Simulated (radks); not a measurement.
The krypton ion Kr2+ inside a hard spherical wall (all orbitals vanish at R), configuration held at [Ar] 3d10 4s2 4p4 and not refilled when levels cross. Calculated with a radial shooting solver on a logarithmic mesh with Libxc functionals: non-relativistic Kohn-Sham, LDA (Slater exchange, Perdew-Wang correlation), spin-polarised, spherical densities, point nucleus; open shells are filled with parallel spins first. Eigenvalues in eV for spin up, with the zero of energy where the potential of the charges vanishes at infinity; a dash marks a level that is unbound or too diffuse for the functional's potential to be trusted. A positive occupied level is held by the wall or, in an anion where self-interaction has pushed it up, behind a barrier. The pressure on the wall is -dE/dV.

R (bohr)  E (hartree)  kinetic (hartree)    e(3p)    e(3d)    e(4s)    e(4p)  e(4d, empty)  e(5s, empty)  pressure (GPa)
free      -2748.70303           2746.445  -218.26  -109.06  -45.971  -31.856       -12.908       -12.528               0
15        -2748.70303           2746.445  -218.26  -109.06  -45.971  -31.856       -12.908       -12.528        < 0.0001
10        -2748.70303           2746.445  -218.26  -109.06  -45.971  -31.856       -12.908       -12.523        < 0.0001
8         -2748.70303           2746.445  -218.26  -109.06  -45.971  -31.856       -12.896       -12.443        0.000179
6         -2748.70266           2746.451  -218.24  -109.05  -45.957  -31.841       -12.705       -11.498          0.0618
5         -2748.69833           2746.499  -218.09  -108.89  -45.847  -31.718       -12.101        -9.130            1.10
4         -2748.64865           2746.909  -217.01  -107.82  -45.064  -30.797        -9.685        -1.082            19.1
2.5       -2746.85088           2755.489  -203.01  -93.983  -31.568  -14.386        15.839        72.278            1640
1.5       -2724.96489           2826.615  -147.99  -37.560   81.576   109.15        155.11        444.24           72200
